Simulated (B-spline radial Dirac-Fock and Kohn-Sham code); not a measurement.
**What relativity does to the binding energies of Zr³⁰⁺**

System: zirconium as Zr³⁰⁺ in the configuration [He] 2s2 2p6.

Both columns are ΔSCF binding energies of the configuration average from an atomic code on a B-spline grid: non-relativistic Hartree-Fock with a point nucleus, and Dirac-Fock with a finite nucleus and the Coulomb interaction alone, averaged over the two j levels with weights 2j+1.

| shell | Hartree-Fock (eV) | Dirac-Fock (eV) | shift (eV) | shift (%) |
| --- | --- | --- | --- | --- |
| 1s | 19284.9 | 19701.2 | +416.29 | +2.16 |
| 2s | 3976.5 | 4084.5 | +108.01 | +2.72 |
| 2p | 3780.1 | 3816.1 | +36.00 | +0.95 |

Relativity binds 1s, 2s, 2p more strongly, among those listed most of all 2s in relative terms.

Values without a named source are computed, but for edge energies of neutral atoms, which are taken from tables.
